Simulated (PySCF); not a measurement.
**Working out the ionisation energy of Se**

Se [Ar] 3d10 4s2 4p4 (3P) → Se⁺ [Ar] 3d10 4s2 4p3 (4S). Calculation: PySCF 2.14, in cc-pVTZ-PP with ECP10MDF; scalar relativity through the core potential. Frozen: 3s2 3p6 3d10. Energies in hartree (1 hartree = 27.21139 eV):

```tsv
part	Se (lower)	Se⁺ (upper)
UHF	-371.862196	-371.548045
CCSD correlation	-0.118931	-0.090183
(T)	-0.003572	-0.002538
```

**Question.** What does Hartree-Fock give?

**Answer.** (-371.548045) − (-371.862196) = 0.314151 hartree = 8.548 eV.

**Question.** What do CCSD and CCSD(T) give?

**Answer.** The CCSD correlation energies differ by 0.028748 hartree = 0.782 eV and the triples by 0.001034 hartree = 0.028 eV, so CCSD gives 9.330 eV and CCSD(T) 9.358 eV.

Measured between the centres of the two terms (NIST): 9.635 eV, so CCSD(T) (valence) is off by -0.277 eV.

What remains against the reference includes basis incompleteness, the frozen core and higher excitations.
